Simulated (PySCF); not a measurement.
Molecule: SMILES N[B-]1(O)[NH2+][BH2-][NH2+]1, B2H9N3O.

Bonds (- single, = double, # triple, : aromatic): N1-B2 1.470 Å, B2-O3 1.412 Å, B2-N4 1.659 Å, N4-B5 1.589 Å, B5-N6 1.588 Å, N6-B2 1.633 Å. N1 carries H7, H8; O3 carries H9; N4 carries H10, H11; B5 carries H12, H13; N6 carries H14, H15. Formal charges: B2 -1, N4 +1, B5 -1, N6 +1.

Geometry PBE0-D3(BJ)/def2-SVP throughout; GIAO in PySCF 2.14, gas phase, one conformer, non-relativistic; equivalent atoms averaged; basis pcSseg-1.

For orientation, PBE gives these absolute shieldings σ: N4/N6 197.4, B2 96.9, B5 116.0, O3 249.8, H13 28.37, H12 28.42, H10/H15 29.78, H9 30.93, H7/H8 31.15 ppm.

A run gave: N4/N6 217.7, B2 113.4, B5 128.2, O3 278.1, H13 29.05, H12 29.13, H10/H15 30.15, H9 31.06, H7/H8 31.49 ppm (absolute shieldings σ).

**Question.** Which functional was used in that run?
A. KT2
B. HF
C. B97-D
D. LC-wPBE

**Answer.** B. H12 tells them apart best: HF gives 29.13, KT2 gives 28.40, LC-wPBE gives 28.63, B97-D gives 28.73 ppm.
